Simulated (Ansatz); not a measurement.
Ansatz (a first-principles code) input (HF/3-21G): The .json file is the Basis Set Exchange's 3-21G.

Ansatz 0.2 input:
```yaml
crystal:
  periodic: [false, false, false]
  atoms:
    - {symbol: O, position_ang: [1.13036812, -0.19401560, 1.20010213]}
    - {symbol: B, position_ang: [0.15251864, -0.14089655, 0.33924618]}
    - {symbol: O, position_ang: [-1.09432793, -0.95743835, 0.60838511]}
    - {symbol: Cl, position_ang: [0.03245090, 0.76162954, -1.15139579]}
    - {symbol: H, position_ang: [1.46374809, -0.55623119, 2.02547419]}
    - {symbol: H, position_ang: [-1.85456617, -0.94848834, -0.01089575]}
    - {symbol: H, position_ang: [-1.21176186, -1.52686826, 1.39502108]}
basis:
  gaussian:
    orbitals: 3-21G.json
hamiltonian:
  xc: {name: HF}
total_charge: 1
phonons: {temperatures: {t_min: 298.15, t_max: 298.15, t_step: 100}}
```

Output:

```
Functional definition: HF
integrals: 0.01 GiB planned
545 factors; integrals over basis functions are off by at most 1.9e-4 eV
mean field: 0.10 GiB planned
mean field evaluation 1: about -17202.7345 eV, gradient 4.7e1 eV
mean field evaluation 2: about -17202.8700 eV, gradient 4.7e1 eV
mean field evaluation 4: about -17206.6660 eV, gradient 2.4e0 eV
mean field evaluation 8: about -17206.7018 eV, gradient 9.5e-2 eV
mean field -17206.70182150 eV, -632.3346288187 hartree, gradient 5.7e-5 eV, S^2 0.000000; 0 other end points of the search recorded, 0 dependent functions left out
the calculation of the forces begins
reference -17206.70182150 eV, -632.3346288187 hartree; 20, 20 occupied and 26, 26 virtual orbitals, 545 factors
these checks for a lower state are left out or cut short: stability, starts, cluster_reference, orbital_swaps, neighbouring_geometries, increment
integrals: 0.01 GiB planned
545 factors; integrals over basis functions are off by at most 1.9e-4 eV
mean field: 0.10 GiB planned
mean field evaluation 16: about -17206.6992 eV, gradient 1.0e0 eV
mean field -17206.70158298 eV, -632.3346200535 hartree, gradient 2.1e-6 eV, S^2 0.000000; 0 other end points of the search recorded, 0 dependent functions left out
the calculation of the forces begins
reference -17206.70158298 eV, -632.3346200535 hartree; 20, 20 occupied and 26, 26 virtual orbitals, 545 factors
these checks for a lower state are left out or cut short: stability, starts, cluster_reference, orbital_swaps, neighbouring_geometries, increment
integrals: 0.01 GiB planned
545 factors; integrals over basis functions are off by at most 1.9e-4 eV
mean field: 0.10 GiB planned
mean field evaluation 32: about -17206.7016 eV, gradient 2.1e-6 eV
mean field -17206.70159729 eV, -632.3346205790 hartree, gradient 2.1e-6 eV, S^2 0.000000; 0 other end points of the search recorded, 0 dependent functions left out
the calculation of the forces begins
reference -17206.70159729 eV, -632.3346205790 hartree; 20, 20 occupied and 26, 26 virtual orbitals, 545 factors
these checks for a lower state are left out or cut short: stability, starts, cluster_reference, orbital_swaps, neighbouring_geometries, increment
integrals: 0.01 GiB planned
545 factors; integrals over basis functions are off by at most 1.9e-4 eV
mean field: 0.10 GiB planned
mean field -17206.70174477 eV, -632.3346259989 hartree, gradient 2.1e-6 eV, S^2 0.000000; 0 other end points of the search recorded, 0 dependent functions left out
the calculation of the forces begins
reference -17206.70174477 eV, -632.3346259989 hartree; 20, 20 occupied and 26, 26 virtual orbitals, 545 factors
these checks for a lower state are left out or cut short: stability, starts, cluster_reference, orbital_swaps, neighbouring_geometries, increment
integrals: 0.01 GiB planned
545 factors; integrals over basis functions are off by at most 1.9e-4 eV
mean field: 0.10 GiB planned
mean field -17206.70173938 eV, -632.3346258009 hartree, gradient 2.1e-6 eV, S^2 0.000000; 0 other end points of the search recorded, 0 dependent functions left out
the calculation of the forces begins
reference -17206.70173938 eV, -632.3346258009 hartree; 20, 20 occupied and 26, 26 virtual orbitals, 545 factors
these checks for a lower state are left out or cut short: stability, starts, cluster_reference, orbital_swaps, neighbouring_geometries, increment
integrals: 0.01 GiB planned
545 factors; integrals over basis functions are off by at most 1.9e-4 eV
mean field: 0.10 GiB planned
mean field -17206.70165271 eV, -632.3346226157 hartree, gradient 2.1e-6 eV, S^2 0.000000; 0 other end points of the search recorded, 0 dependent functions left out
the calculation of the forces begins
reference -17206.70165271 eV, -632.3346226157 hartree; 20, 20 occupied and 26, 26 virtual orbitals, 545 factors
these checks for a lower state are left out or cut short: stability, starts, cluster_reference, orbital_swaps, neighbouring_geometries, increment
integrals: 0.01 GiB planned
545 factors; integrals over basis functions are off by at most 1.9e-4 eV
mean field: 0.10 GiB planned
mean field evaluation 64: about -17206.6992 eV, gradient 1.0e0 eV
mean field -17206.70164543 eV, -632.3346223481 hartree, gradient 2.1e-6 eV, S^2 0.000000; 0 other end points of the search recorded, 0 dependent functions left out
the calculation of the forces begins
reference -17206.70164543 eV, -632.3346223481 hartree; 20, 20 occupied and 26, 26 virtual orbitals, 545 factors
these checks for a lower state are left out or cut short: stability, starts, cluster_reference, orbital_swaps, neighbouring_geometries, increment
integrals: 0.01 GiB planned
545 factors; integrals over basis functions are off by at most 1.9e-4 eV
mean field: 0.10 GiB planned
[...]
mean field -17206.70181617 eV, -632.3346286230 hartree, gradient 2.1e-6 eV, S^2 0.000000; 0 other end points of the search recorded, 0 dependent functions left out
the calculation of the forces begins
reference -17206.70181617 eV, -632.3346286230 hartree; 20, 20 occupied and 26, 26 virtual orbitals, 545 factors
these checks for a lower state are left out or cut short: stability, starts, cluster_reference, orbital_swaps, neighbouring_geometries, increment
integrals: 0.01 GiB planned
545 factors; integrals over basis functions are off by at most 1.9e-4 eV
mean field: 0.10 GiB planned
mean field -17206.70167842 eV, -632.3346235605 hartree, gradient 2.1e-6 eV, S^2 0.000000; 0 other end points of the search recorded, 0 dependent functions left out
the calculation of the forces begins
reference -17206.70167842 eV, -632.3346235605 hartree; 20, 20 occupied and 26, 26 virtual orbitals, 545 factors
these checks for a lower state are left out or cut short: stability, starts, cluster_reference, orbital_swaps, neighbouring_geometries, increment
integrals: 0.01 GiB planned
545 factors; integrals over basis functions are off by at most 1.9e-4 eV
mean field: 0.10 GiB planned
mean field -17206.70167473 eV, -632.3346234251 hartree, gradient 2.1e-6 eV, S^2 0.000000; 0 other end points of the search recorded, 0 dependent functions left out
the calculation of the forces begins
reference -17206.70167473 eV, -632.3346234251 hartree; 20, 20 occupied and 26, 26 virtual orbitals, 545 factors
these checks for a lower state are left out or cut short: stability, starts, cluster_reference, orbital_swaps, neighbouring_geometries, increment
integrals: 0.01 GiB planned
545 factors; integrals over basis functions are off by at most 1.9e-4 eV
mean field: 0.10 GiB planned
mean field evaluation 192: about -17206.7018 eV, gradient 1.2e-4 eV
mean field -17206.70180695 eV, -632.3346282841 hartree, gradient 2.1e-6 eV, S^2 0.000000; 0 other end points of the search recorded, 0 dependent functions left out
the calculation of the forces begins
reference -17206.70180695 eV, -632.3346282841 hartree; 20, 20 occupied and 26, 26 virtual orbitals, 545 factors
these checks for a lower state are left out or cut short: stability, starts, cluster_reference, orbital_swaps, neighbouring_geometries, increment
integrals: 0.01 GiB planned
545 factors; integrals over basis functions are off by at most 1.9e-4 eV
mean field: 0.10 GiB planned
mean field -17206.70180703 eV, -632.3346282869 hartree, gradient 2.1e-6 eV, S^2 0.000000; 0 other end points of the search recorded, 0 dependent functions left out
the calculation of the forces begins
reference -17206.70180703 eV, -632.3346282869 hartree; 20, 20 occupied and 26, 26 virtual orbitals, 545 factors
these checks for a lower state are left out or cut short: stability, starts, cluster_reference, orbital_swaps, neighbouring_geometries, increment
integrals: 0.01 GiB planned
545 factors; integrals over basis functions are off by at most 1.9e-4 eV
mean field: 0.10 GiB planned
mean field -17206.70175977 eV, -632.3346265501 hartree, gradient 2.1e-6 eV, S^2 0.000000; 0 other end points of the search recorded, 0 dependent functions left out
the calculation of the forces begins
reference -17206.70175977 eV, -632.3346265501 hartree; 20, 20 occupied and 26, 26 virtual orbitals, 545 factors
these checks for a lower state are left out or cut short: stability, starts, cluster_reference, orbital_swaps, neighbouring_geometries, increment
integrals: 0.01 GiB planned
545 factors; integrals over basis functions are off by at most 1.9e-4 eV
mean field: 0.10 GiB planned
mean field -17206.70176288 eV, -632.3346266646 hartree, gradient 2.1e-6 eV, S^2 0.000000; 0 other end points of the search recorded, 0 dependent functions left out
the calculation of the forces begins
reference -17206.70176288 eV, -632.3346266646 hartree; 20, 20 occupied and 26, 26 virtual orbitals, 545 factors
these checks for a lower state are left out or cut short: stability, starts, cluster_reference, orbital_swaps, neighbouring_geometries, increment
integrals: 0.01 GiB planned
545 factors; integrals over basis functions are off by at most 1.9e-4 eV
mean field: 0.10 GiB planned
mean field evaluation 224: about -17206.4782 eV, gradient 1.1e0 eV
mean field -17206.70176162 eV, -632.3346266182 hartree, gradient 2.1e-6 eV, S^2 0.000000; 0 other end points of the search recorded, 0 dependent functions left out
the calculation of the forces begins
reference -17206.70176162 eV, -632.3346266182 hartree; 20, 20 occupied and 26, 26 virtual orbitals, 545 factors
these checks for a lower state are left out or cut short: stability, starts, cluster_reference, orbital_swaps, neighbouring_geometries, increment
integrals: 0.01 GiB planned
545 factors; integrals over basis functions are off by at most 1.9e-4 eV
mean field: 0.10 GiB planned
mean field -17206.70176351 eV, -632.3346266876 hartree, gradient 2.1e-6 eV, S^2 0.000000; 0 other end points of the search recorded, 0 dependent functions left out
the calculation of the forces begins
reference -17206.70176351 eV, -632.3346266876 hartree; 20, 20 occupied and 26, 26 virtual orbitals, 545 factors
these checks for a lower state are left out or cut short: stability, starts, cluster_reference, orbital_swaps, neighbouring_geometries, increment
integrals: 0.01 GiB planned
545 factors; integrals over basis functions are off by at most 1.9e-4 eV
mean field: 0.10 GiB planned
mean field -17206.70166661 eV, -632.3346231265 hartree, gradient 2.1e-6 eV, S^2 0.000000; 0 other end points of the search recorded, 0 dependent functions left out
the calculation of the forces begins
reference -17206.70166661 eV, -632.3346231265 hartree; 20, 20 occupied and 26, 26 virtual orbitals, 545 factors
these checks for a lower state are left out or cut short: stability, starts, cluster_reference, orbital_swaps, neighbouring_geometries, increment
integrals: 0.01 GiB planned
545 factors; integrals over basis functions are off by at most 1.9e-4 eV
mean field: 0.10 GiB planned
mean field evaluation 256: about -17206.7017 eV, gradient 1.0e-2 eV
mean field -17206.70166997 eV, -632.3346232503 hartree, gradient 2.1e-6 eV, S^2 0.000000; 0 other end points of the search recorded, 0 dependent functions left out
the calculation of the forces begins
reference -17206.70166997 eV, -632.3346232503 hartree; 20, 20 occupied and 26, 26 virtual orbitals, 545 factors
these checks for a lower state are left out or cut short: stability, starts, cluster_reference, orbital_swaps, neighbouring_geometries, increment
integrals: 0.01 GiB planned
545 factors; integrals over basis functions are off by at most 1.9e-4 eV
mean field: 0.10 GiB planned
mean field -17206.70180866 eV, -632.3346283467 hartree, gradient 2.1e-6 eV, S^2 0.000000; 0 other end points of the search recorded, 0 dependent functions left out
the calculation of the forces begins
reference -17206.70180866 eV, -632.3346283467 hartree; 20, 20 occupied and 26, 26 virtual orbitals, 545 factors
these checks for a lower state are left out or cut short: stability, starts, cluster_reference, orbital_swaps, neighbouring_geometries, increment
integrals: 0.01 GiB planned
545 factors; integrals over basis functions are off by at most 1.9e-4 eV
mean field: 0.10 GiB planned
mean field -17206.70180831 eV, -632.3346283341 hartree, gradient 2.1e-6 eV, S^2 0.000000; 0 other end points of the search recorded, 0 dependent functions left out
the calculation of the forces begins
reference -17206.70180831 eV, -632.3346283341 hartree; 20, 20 occupied and 26, 26 virtual orbitals, 545 factors
Total energy: -17206.70182150 eV, -632.3346288187 hartree
Atom 0 at     1.130368    -0.194016     1.200102 Å, force     0.001305    -0.001216     0.002919 eV/Å
Atom 1 at     0.152519    -0.140897     0.339246 Å, force    -0.002540    -0.000084    -0.001892 eV/Å
Atom 2 at    -1.094328    -0.957438     0.608385 Å, force     0.002338     0.002667    -0.002260 eV/Å
Atom 3 at     0.032451     0.761630    -1.151396 Å, force    -0.000734    -0.001246     0.001342 eV/Å
Atom 4 at     1.463748    -0.556231     2.025474 Å, force     0.000023     0.000558    -0.000844 eV/Å
Atom 5 at    -1.854566    -0.948488    -0.010896 Å, force    -0.000467    -0.000517     0.000426 eV/Å
Atom 6 at    -1.211762    -1.526868     1.395021 Å, force     0.000076    -0.000161     0.000310 eV/Å
Dipole moment:    -0.815149    -1.182979     1.179335 e Å
Vibrations: 269.01 322.56 327.77 377.06 396.84 518.39 645.48 753.99 918.44 1054.66 1693.21 1812.49 3707.42 3797.32 3969.54 cm⁻¹, zero-point energy 1.274816 eV
```

The blocks after the first are displaced geometries, from whose forces the wavenumbers follow.

The dipole moment of an ion depends on the origin.
